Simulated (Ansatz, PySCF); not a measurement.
PySCF was given this input:
```python
from pyscf import gto, scf, dft

mol = gto.Mole()
mol.atom = '''
    Te    0.00000000    0.00000000    0.00000000
'''
mol.basis = 'def2-svp'
mol.ecp = {'Te': 'def2-svp'}
mol.charge = -1
mol.spin = 1
mol.verbose = 4
mol.build()

mf = dft.UKS(mol)
mf.xc = 'b3lyp'
mf.grids.atom_grid = (99, 590)
mf.grids.prune = None
mf.kernel()
```

**Question.** Convert this to an input for Ansatz (a first-principles code).

**Answer.** One answer among several that fit: 
Ansatz 0.2 input:
```yaml
crystal:
  periodic: [false, false, false]
  atoms:
    - {symbol: Te, position_ang: [0.00000000, 0.00000000, 0.00000000]}
basis:
  gaussian:
    orbitals: def2-SVP
hamiltonian:
  xc: b3lyp
total_charge: -1
magnetization: {spin_polarized: true, initial_magnetization: 1}
accuracy: high
```

Both were run: PySCF gave -268.125376 Eh and Ansatz -268.125377 Eh, 0.001 mEh apart.
